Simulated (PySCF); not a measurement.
BeH2, SMILES [BeH2].

Coordinates come from a PBE0-D3(BJ)/def2-TZVPD optimisation. The isomer is the one that the SMILES or the coordinates give; other isomers of the formula were not compared.

Two levels are set side by side: TDDFT-PBE/def2-TZVPD (PySCF) and TDDFT-LC-ωPBE/def2-TZVPD (PySCF). Vertical, same geometry. The lowest singlet is HOMO→LUMO+1 100 % with PBE and HOMO→LUMO+1 77 %, HOMO→LUMO+5 22 % with the other functional; states are paired by order. Differences are taken from unrounded values.

```csv
quantity,TDDFT-PBE
lowest singlet excitation (eV),5.94
lowest triplet excitation (TDA) (eV),5.36
first bright state (f over 0.05) (eV),7.41
its oscillator strength,0.27
```

**Question.** These are the TDDFT-PBE values. What does TDDFT-LC-ωPBE give? (An estimate is asked for; the answer gives what the named calculation found.)

**Answer.** 
```tsv
quantity	TDDFT-LC-ωPBE	TDDFT-PBE minus TDDFT-LC-ωPBE
lowest singlet excitation (eV)	6.50	-0.56
lowest triplet excitation (TDA) (eV)	5.75	-0.40
first bright state (f over 0.05) (eV)	8.41	-1.00
its oscillator strength	0.40	-0.13
```

A lower first singlet is the usual sign of a functional without exact exchange. Differences between two approximate levels are no errors against the true value.

Rough cost on one machine, each run with all the roots and properties that it gave: TDDFT-LC-ωPBE against TDDFT-PBE within a factor of 2.
